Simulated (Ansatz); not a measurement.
Consider the cleavage of the Si–B bond: `CC#CB(O)[SiH3]` + `BNCC` → `BN([SiH3])CC` + `CC#CBO`.

Gas-phase electronic energies from Ansatz, PBE0-D4/def2-TZVP geometries. CBS: MP2 limit from def2 TZ/QZ plus the TZ coupled-cluster correction, frozen cores. DFT in def2-TZVPP. Each species was taken in one conformer, which may not be the lowest.

`CC#CB(O)[SiH3]`:

Cartesian coordinates in Å:
```
C -0.880 1.935 -2.002
C -0.320 0.875 -1.193
C 0.149 -0.015 -0.518
B 0.688 -1.094 0.406
O 1.511 -2.071 -0.052
Si 0.176 -1.090 2.370
H -0.125 2.359 -2.668
H -1.279 2.738 -1.378
H -1.695 1.551 -2.621
H 1.695 -1.989 -0.994
H 0.593 0.195 3.003
H 0.792 -2.208 3.136
H -1.305 -1.187 2.511
```

`BNCC`:

```xyz
12

B     1.793    0.904   -0.051
N     0.512    0.664    0.412
C    -0.622    0.198   -0.357
C    -1.129   -1.154    0.109
H     2.628    1.276    0.723
H     2.031    0.733   -1.213
H     0.308    0.799    1.392
H    -0.307    0.146   -1.401
H    -1.433    0.934   -0.305
H    -1.442   -1.118    1.157
H    -1.991   -1.470   -0.484
H    -0.348   -1.912    0.017
```

`BN([SiH3])CC`:

Z-matrix (Å, degrees):
```
Si
N 1 1.749
H 1 1.488 2 110.4
H 1 1.488 2 109.2 3 117.7
H 1 1.479 2 109.1 3 -121.2
C 2 1.467 1 116.6 3 -56.6
B 2 1.396 1 122.5 3 124.2
C 6 1.517 2 112.5 1 88.2
H 6 1.097 2 109.3 1 -34.2
H 6 1.092 2 108.2 1 -150.1
H 7 1.200 2 119.1 1 177.7
H 7 1.197 2 119.6 1 -2.1
H 8 1.093 6 110.6 2 -179.1
H 8 1.092 6 111.4 2 -59.0
H 8 1.092 6 110.3 2 61.0
```

`CC#CBO`:

```xyz
10

C    -2.138   -0.344    0.639
C    -0.769   -0.077    0.255
C     0.376    0.138   -0.070
B     1.806    0.478   -0.438
O     2.525   -0.396   -1.184
H    -2.811    0.392    0.190
H    -2.254   -0.280    1.724
H    -2.455   -1.338    0.317
H     2.303    1.510   -0.075
H     3.416   -0.083   -1.358
```

```json
{"species": "`CC#CB(O)[SiH3]`", "PBE-D4 energy (Eh)": "-507.75743"}
{"species": "`BNCC`", "PBE-D4 energy (Eh)": "-160.49256"}
{"species": "`BN([SiH3])CC`", "PBE-D4 energy (Eh)": "-451.05204"}
{"species": "`CC#CBO`", "PBE-D4 energy (Eh)": "-217.20942"}
```

Problem. Work out ΔE.

Solution. ΔE = (-451.05204) + (-217.20942) − (-507.75743) − (-160.49256) = -0.01147 Eh = -30.1 kJ/mol. CCSD(T)/CBS gives -51.7 kJ/mol.

Largest T1 diagnostic among the species: 0.014.

At CCSD(T), def2-SVP lies +10.0 kJ/mol from the extrapolated value and def2-TZVPP +0.7 kJ/mol. From r2SCAN to r2SCAN0 (25 % exact exchange), in def2-TZVPP and without D4, ΔE moves by −3.7 kJ/mol. Leaving LDA and LC-ωPBE aside and taking each functional with its dispersion term where it has one, the values, not all of them listed here, spread over 24.8 kJ/mol, from BHLYP-D4 to PBE-D4. LDA lies −4.8 kJ/mol from PBE without D4.
